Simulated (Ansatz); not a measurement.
A made-up structure of H3SeO2 (charge +1), closed shell:

```
6
angstrom
O -1.3838 -0.7442 -0.4908
Se 0.2141 -1.2348 -0.0786
O 0.9269 0.4683 0.5988
H -1.4493 -0.4864 -1.4247
H -1.9445 -0.7869 0.2995
H 0.5389 0.8180 1.4185
```

It is relaxed with PBE-D4/def2-SVP and then PBE0-D4/def2-TZVP (Ansatz 0.2.0). Atoms count as bonded within 1.22 times the sum of their covalent radii (H–H: 0.88 Å). The end point is not checked to be a true minimum.

(1) Does its bonding change? (A judgement: the text doesn't fix the answer.)

Results:

(1) Computed: No: no bond forms or breaks.

Where it ends: The first stage lowers the energy by 1.66 eV in 10 steps. It ends as H₃SeO₂ ([OH][Se][OH2]), total charge +1:
```xyz
6
angstrom
O -1.4007 -0.9030 -0.5151
Se 0.4452 -1.1320 0.1235
O 0.8340 0.5022 0.4996
H -1.5275 -0.4062 -1.3408
H -2.1139 -0.7311 0.1213
H 0.6652 0.7042 1.4343
```

Labels in which every atom is bracketed show which atoms are joined, not bond orders.

For scale, one of the runs: PBE0-D4/def2-TZVP relaxation, 128 basis functions, launched by `ansatz run in.yaml --threads 2 --pin off --events-out ev --progress --plain --max-ram 4352MiB`. The run took about 26 s on 2 CPU threads of an Arm Neoverse V2 (shared host).
